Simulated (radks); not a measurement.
Values are calculated unless marked as measured or tabulated.
Question: Mean orbital radii <r> (bohr) of the rhodium ion Rh+, [Kr] 4d8, of relativity; Dirac values are averaged over j with weights 2j + 1. Spin-unpolarised spherical Kohn-Sham, BLYP, point nucleus unless stated (finite: rms radius 4.4945 fm), a radial shooting solver on a logarithmic mesh with Libxc functionals. A level marked "c x" has the speed of light scaled by that factor and shares open shells by 2j + 1; other Dirac levels either fill j = l - 1/2 first or share by 2j + 1.

| shell | non-rel. |
|---|---|
| 1s | 0.03385 |
| 2s | 0.1473 |
| 2p | 0.1259 |
| 3s | 0.4032 |
| 3p | 0.3960 |
| 3d | 0.3700 |
| 4s | 1.010 |
| 4p | 1.095 |
| 4d | 1.536 |

Give the values at the level "Dirac, c x 5".

Answer: 
shell  Dirac, c x 5  change of magnitude (%)
1s          0.03380                    -0.14
2s           0.1470                    -0.15
2p           0.1258                    -0.08
3s           0.4027                    -0.12
3p           0.3958                    -0.06
3d           0.3701                    0.00
4s            1.009                    -0.12
4p            1.094                    -0.05
4d            1.537                    +0.04
